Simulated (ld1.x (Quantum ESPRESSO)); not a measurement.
The numbers below are computed, except where a source is named.
Pseudopotentials across the periodic table

Generated with ld1.x 7.5 (TM, RRKJ, ultrasoft, PAW), atompaw 4.2 or ONCVPSP 4.0.1. The cutoff is in Ry: for ld1.x and atompaw files where the sum of valence levels is converged to 10 mRy in a Bessel basis, for ONCV files where the hardest occupied wave has 1 mHa per electron of residual kinetic energy. The error is the largest all-electron minus pseudo excitation energy over each file’s own four to seven test configurations (ionisations up to +4, promotions, holes and added fractions of an electron), all of which were solved. The labels leave out finer settings (local radius, basis sizes, second energies), which also bear on the numbers. Spin-polarised tests are not counted. The rows are a selection from randomly drawn settings: files with unsolved tests, undetermined cutoffs or missed reference levels are left out.

A true bound ghost makes a file unfit for plane-wave use even where its test errors are small: the radial tests pick states by their node count and pass the ghost by.

```csv
element,potential,cutoff (Ry),largest error (meV),bound ghosts
Ge,"ultrasoft, LDA (PZ), scalar-relativistic, rc 1.70/2.00/1.85 (spd), local smoothed, core correction yes, reference 4s2 4p2",10,-323,d
Pd,"TM, PBEsol, scalar-relativistic, rc 1.70/1.20/1.05 (spd), local s, core correction no, reference 4s2 4p6 4d7 5s0 5p0",120,+3680,none
Cd,"RRKJ, LDA (PZ), scalar-relativistic, rc 2.00/2.30/1.40 (spd), local smoothed, core correction yes, reference 4d10 5s1.5 5p0",70,-147,s
Re,"TM, LDA (PZ), fully relativistic, rc 2.05/2.74/2.65 (spd), local s, core correction yes, reference 5d5 6s1.5 6p0",30,-597,none
```

(1) Fill in the row for P: ultrasoft, PBEsol, scalar-relativistic, rc 1.60/2.20 (sp), local smoothed, core correction yes, reference 3s2 3p3.

Results:

(1) cutoff 15 Ry, largest error -45 meV, bound ghosts: s.
